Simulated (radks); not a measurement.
Sm16+, configuration [Kr] 4d10. Calculated with a radial shooting solver on a logarithmic mesh with Libxc functionals: Dirac Kohn-Sham, exchange-only PBE, spin-unpolarised, spherical densities, finite nucleus; Fermi nuclear charge, rms radius 5.0819 fm.

Spin-orbit splittings of the eigenvalues, e(l+1/2) - e(l-1/2), with zeta = 2 splitting/(2l+1) and mean radii in bohr:

shell  occ.  splitting (eV)  zeta (eV)  <r> j=l-1/2  <r> j=l+1/2
2p        6           602.8      401.8      0.08074      0.08737
3p        6           122.3      81.51       0.2440       0.2566
3d       10           26.52      10.61       0.2284       0.2323
4p        6           29.23      19.49       0.5728       0.5974
4d       10           5.617      2.247       0.6174       0.6250
